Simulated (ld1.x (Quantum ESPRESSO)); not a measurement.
**An all-electron radial function and its pseudo partner (platinum (Pt))**

Columns: radius, all-electron u(r) and pseudo u(r) of the 5d shell (level -14.30 eV) of platinum in the configuration [Xe] 4f14 5d9 6s0 6p0; PBE, scalar-relativistic, PAW scheme, ld1.x (Quantum ESPRESSO) 7.5.

```csv
r (bohr),all-electron,pseudo
0.173,0.1004,0.0124
0.345,-0.3984,0.0885
0.518,-0.1433,0.2522
0.690,0.2930,0.4695
0.862,0.6144,0.6755
1.035,0.7873,0.8125
1.208,0.8476,0.8602
1.380,0.8388,0.8418
1.553,0.7925,0.7925
1.725,0.7287,0.7287
1.898,0.6581,0.6581
2.070,0.5880,0.5880
2.242,0.5212,0.5212
2.415,0.4589,0.4589
2.588,0.4024,0.4024
2.760,0.3518,0.3518
2.932,0.3069,0.3069
3.105,0.2669,0.2669
3.278,0.2318,0.2318
3.450,0.2011,0.2011
3.623,0.1742,0.1742
3.795,0.1508,0.1508
3.968,0.1303,0.1303
4.140,0.1126,0.1126
4.312,0.0971,0.0971
4.485,0.0837,0.0837
```

(1) How many radial nodes do the two functions have?

(2) At about which radius was the pseudo-wave matched?

(3) Is the pseudo-wave norm-conserving?

## Answers

(1) The all-electron 5d function has n − l − 1 = 2; the pseudo-wave has 0, since the states of the same l below it are removed with the core.

(2) 1.55 bohr, where the columns begin to agree (steps of 0.17 bohr).

(3) No, it belongs to a PAW set: the norm inside the radius is not constrained, and the difference is carried by the augmentation charge.
